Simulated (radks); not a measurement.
Values are calculated unless marked as measured or tabulated.
Species: La IV. Configuration: [Xe]. Code: a radial shooting solver on a logarithmic mesh with Libxc functionals. Model: scalar-relativistic Kohn-Sham, PBEsol, spin-polarised, spherical densities, finite nucleus; Fermi nuclear charge, rms radius 4.855 fm. Some entries of the table are withheld. Estimate them.

orbital  occ.  eigenvalue (eV)  r(max) (bohr)  <r> (bohr)
1s          2        -38753.86        0.01608     0.02508
2s          2        -6189.508        0.09098      0.1075
2p          6              (1)        0.07314     0.09426
3s          2        -1342.107         0.2605         (2)
3p          6        -1138.201         0.2549      0.2833
3d         10        -844.9351         0.2101      0.2600
4s          2        -289.4459         0.6082      0.6543
4p          6        -223.0995         0.6353      0.6931
4d         10              (3)            (4)      0.7673
5s          2         -61.7100          1.403       1.539
5p          6         -44.7655            (5)       1.754

Answer. 
(1) 2p eigenvalue (eV): -5551.047
(2) 3s <r> (bohr): 0.2853
(3) 4d eigenvalue (eV): -127.0761
(4) 4d r(max) (bohr): 0.6717
(5) 5p r(max) (bohr): 1.573
